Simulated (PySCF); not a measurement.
Species: C9H8OSi.
Numbering: `[O:1]=[CH:2][c:3]1[cH:4][cH:5][cH:6][c:7]2[c:8]1[CH:9]=[CH:10][SiH2:11]2` (hydrogens: H12 on C2; H13 on C4; H14 on C5; H15 on C6; H16 on C9; H17 on C10; H18, H19 on Si11)

Level: PBE0/pcSseg-1 in PySCF, non-relativistic, on one gas-phase PBE0-D3(BJ)/def2-SVP geometry that isn't relaxed in the solvent. The solvent is an IEF-PCM continuum (Bondi radii, 1.10 Å for H, scaled by 1.2). Only the electrostatic response of the medium enters.

Gas phase at PBE0/pcSseg-1: HOMO -7.09 eV, LUMO -2.09 eV, dipole 3.04 D.

**Question.** What does the continuum do to the energy, the frontier levels and the dipole at PBE0/pcSseg-1 in acetonitrile and dimethylsulfoxide?

**Answer.** 
| solvent | ε | E(solvent) − E(gas) (kcal/mol) | polarisation term (kcal/mol) | distortion of the solute (kcal/mol) | HOMO (eV) | LUMO (eV) | dipole (D) |
| --- | --- | --- | --- | --- | --- | --- | --- |
| acetonitrile | 35.69 | -5.99 | -7.06 | 1.07 | -6.97 | -2.05 | 4.03 |
| dimethylsulfoxide | 46.83 | -6.07 | -7.15 | 1.08 | -6.97 | -2.05 | 4.04 |

The first energy column is the sum of the next two and covers electrostatics alone. From acetonitrile to dimethylsulfoxide the lowering changes by a factor 1.01, Onsager's factor (ε − 1)/(2ε + 1) by 1.01 and ε itself by 1.3.

**Question.** Which radius a makes the point-dipole formula ΔE = −[(ε − 1)/(2ε + 1)]·μ²/a³ give the value in dimethylsulfoxide, with the gas-phase dipole?

**Answer.** μ = 1.195 au and |ΔE| = 0.00967 Eh give a = 2.20 Å; the farthest nucleus lies 3.78 Å from the centroid of the nuclei, so such a sphere wouldn't even hold the nuclei. The formula assumes a rigid point dipole at the centre of a sphere.

**Question.** Which Hirshfeld charges (PBE0/pcSseg-1) respond most in acetonitrile (means over atoms taken as equivalent)?

**Answer.** 
| atoms | environment | gas (e) | solvent (e) | change |
| --- | --- | --- | --- | --- |
| O1 | aldehyde oxygen | -0.223 | -0.265 | -0.042 |
| H12 | formyl hydrogen | +0.042 | +0.057 | +0.015 |
| H15 | aromatic hydrogen | +0.055 | +0.066 | +0.011 |
| H16 | vinylic hydrogen | +0.050 | +0.060 | +0.010 |
| H14 | aromatic hydrogen | +0.056 | +0.064 | +0.008 |
| C4 | aromatic CH carbon | -0.030 | -0.038 | -0.008 |
| H17 | vinylic hydrogen | +0.052 | +0.059 | +0.007 |
| C3 | substituted aromatic carbon | -0.023 | -0.029 | -0.006 |

On one thread of an Arm Neoverse N1, shared host with 64 logical CPUs at a one-minute load of 60, this took 93 s wall and 1.3 GiB of memory at its peak. This is the whole shielding run at PBE0/pcSseg-1 in dimethylsulfoxide, SCF included.

Shape of the structure used: `[O:1]=[CH:2][c:3]1[cH:4][cH:5][cH:6][c:7]2[c:8]1[CH:9]=[CH:10][SiH2:11]2`: O1–C2–C3–C4 0°.
